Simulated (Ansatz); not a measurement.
The cluster H4Au3. The state is a doublet with charge 0. Geometry PBE-D4/def2-TZVP.

```xyz
7

Au   -1.2987    0.9323    0.4645
Au   -0.8662   -0.8190   -1.5247
Au    1.0906   -0.1816    0.3593
H    -1.2160    1.8778    1.7215
H     2.2783   -1.0739   -0.1138
H    -2.2528   -0.8759   -2.3333
H     2.2648    0.1404    1.4266
```

In the def2 sets Au takes a core potential; there is no spin–orbit coupling. No other spin state of charge 0 was run. Another isomer (doublet) lies 0.62 eV lower at PBE0-D4/def2-TZVP; other spin states weren't run for this one.

(1) Estimate the α-spin orbital energies around the gap (eV) in Ansatz with LDA (SPW92)/def2-TZVP, PBE-D4/def2-TZVP, r2SCAN-D4/def2-TZVP, PBE0-D4/def2-TZVP.

Results:

(1) 
| orbital | LDA (SPW92)/def2-TZVP | PBE-D4/def2-TZVP | r2SCAN-D4/def2-TZVP | PBE0-D4/def2-TZVP |
| --- | --- | --- | --- | --- |
| HOMO−5 | -8.11 | -7.92 | -8.21 | -9.44 |
| HOMO−4 | -8.01 | -7.84 | -8.15 | -9.39 |
| HOMO−3 | -7.68 | -7.52 | -7.82 | -9.08 |
| HOMO−2 | -7.65 | -7.43 | -7.69 | -8.61 |
| HOMO−1 | -7.20 | -6.98 | -7.22 | -8.03 |
| HOMO | -5.68 | -5.59 | -5.86 | -6.48 |
| LUMO | -3.94 | -3.75 | -3.68 | -3.13 |
| LUMO+1 | -2.76 | -2.51 | -2.28 | -1.74 |
| LUMO+2 | -2.13 | -1.94 | -1.70 | -1.38 |
| LUMO+3 | -1.20 | -1.06 | -0.85 | -0.29 |
| LUMO+4 | -0.11 | 0.04 | 0.46 | 0.65 |
| LUMO+5 | 0.15 | 0.26 | 0.69 | 0.88 |
| β HOMO | -7.13 | -6.90 | -7.12 | -7.83 |
| β LUMO | -5.06 | -4.76 | -4.55 | -4.03 |
